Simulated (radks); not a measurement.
The numbers below are computed, except where a source is named.
Q: The mean radii <r> (bohr) of the occupied orbitals of an atom or ion are listed with their occupations. Level of theory: Dirac Kohn-Sham, PBE, spin-unpolarised, spherical densities, point nucleus (a radial shooting solver on a logarithmic mesh with Libxc functionals).

| orbital | occ. | <r> |
|---|---|---|
| 1s1/2 | 2 | 0.04275 |
| 2s1/2 | 2 | 0.1893 |
| 2p1/2 | 2 | 0.1627 |
| 2p3/2 | 4 | 0.1666 |
| 3s1/2 | 2 | 0.5511 |
| 3p1/2 | 2 | 0.5567 |
| 3p3/2 | 4 | 0.5672 |
| 3d3/2 | 4 | 0.5865 |
| 3d5/2 | 6 | 0.5905 |
| 4s1/2 | 2 | 1.590 |
| 4p1/2 | 1 | 1.833 |
| 4p3/2 | 2 | 1.864 |

Name the element and its charge. Open shells, if any, are shared by 2j + 1.

A: Z = 35, bromine, charge +2: Br2+ in [Ar] 3d10 4s2 4p3. The 1s radius gives Z: for a bare nucleus <r> = (2 gamma + 1)/(2Z) with gamma = sqrt(1 - (Z/c)^2), 0.04191 bohr for Z = 35, and screening makes it slightly larger (0.04275 here). The occupations add up to 33, and the charge is Z minus that.
